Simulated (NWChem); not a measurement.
System: C2H3F2, doublet; SMILES [C](C)(F)F

All runs: NWChem. Spin-unrestricted. In the optimisation the excess spin sits in a' (Cs, its own frame). All runs use the structure optimised with PBE0/def2-SVP, spin-unrestricted. No stability test was run on the SCF state. COSMO at B3LYP/def2-SVP, default radii, gas-phase geometry; f = (ε − 1)/ε scales the surface charges.

```
row            f  electrostatic solvation energy (kcal/mol)
--------  ------  -----------------------------------------
ε = 1.5   0.3333                                      -0.60
ε = 3.9   0.7436                                      -1.42
ε = 4.8   0.7917                                      -1.52
ε = 7.6   0.8684                                   withheld
ε = 20.7  0.9517                                      -1.87
```

Fit a straight line of the last column on the one before it, predict the withheld value, and compare with the run.


1. Means of the 4 shown rows: x = 0.70507, y = -1.353. Slope Σ(x − x̄)(y − ȳ)/Σ(x − x̄)² = -0.4245/0.2080 = -2.041; intercept 0.087.
2. The shown rows scatter about the line by 0.011 (root mean square); the largest residual is -0.01, at ε = 20.7.
3. At x = 0.8684 (ε = 7.6; inside the shown range) the line gives -1.69.
4. The run gives -1.68, +0.01 from the line.
